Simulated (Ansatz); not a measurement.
Geometry optimisation, Ansatz 0.2.0, RHF/def2-SVP.

Input:

```yaml
crystal:
  periodic: [false, false, false]
  atoms:
    - { symbol: Al, position_ang: [0.017131, -0.545183, -0.536985] }
    - { symbol: Cl, position_ang: [0.035491, -0.152554, 2.868501] }
    - { symbol: Cl, position_ang: [1.815473, 0.284091, -1.209912] }
    - { symbol: Cl, position_ang: [-1.796545, 0.238456, -1.222577] }
    - { symbol: H, position_ang: [0.029491, -1.794862, 0.396687] }
    - { symbol: H, position_ang: [0.042859, -1.295548, 2.199286] }
basis:
  gaussian: { orbitals: def2-SVP }
hamiltonian:
  xc: hf
relax:
  f_tol: 0.03
  max_steps: 50
```

Run as:

```bash
$ ansatz run input.yaml --threads 1 --pin off --max-ram 2048MiB --backend cpu --events-out ev --progress --plain --runs-dir out
```

Q: Where does it end, and by what steps?

A: The run converged. After 8 steps the energy has fallen by 0.267 eV; H5 moved furthest, 0.60 Å.

```json
{"step": "0", "energy less start (eV)": "0.0000", "largest force component (eV/Å)": "1.310", "accepted": "yes"}
{"step": "1", "energy less start (eV)": "-0.1006", "largest force component (eV/Å)": "0.958", "accepted": "yes"}
{"step": "2", "energy less start (eV)": "-0.0932", "largest force component (eV/Å)": "2.065", "accepted": "no"}
{"step": "3", "energy less start (eV)": "-0.1249", "largest force component (eV/Å)": "0.861", "accepted": "yes"}
{"step": "4", "energy less start (eV)": "-0.1467", "largest force component (eV/Å)": "1.158", "accepted": "yes"}
{"step": "5", "energy less start (eV)": "-0.2159", "largest force component (eV/Å)": "0.284", "accepted": "yes"}
{"step": "6", "energy less start (eV)": "-0.2364", "largest force component (eV/Å)": "0.905", "accepted": "yes"}
{"step": "7", "energy less start (eV)": "-0.2608", "largest force component (eV/Å)": "0.361", "accepted": "yes"}
{"step": "8", "energy less start (eV)": "-0.2666", "largest force component (eV/Å)": "0.018", "accepted": "yes"}
```

```xyz
6
Properties=species:S:1:pos:R:3
Al 0.022 -0.616 -0.459
Cl 0.023 0.000 2.303
Cl 1.808 0.368 -0.983
Cl -1.788 0.329 -0.972
H 0.039 -2.135 -0.102
H 0.040 -1.211 2.708
```

Whether the end is a true minimum wasn't checked by a vibrational analysis.

Run time: 12 s on 1 thread of Arm Neoverse V1, on a shared host, peak memory 0.15 GiB.
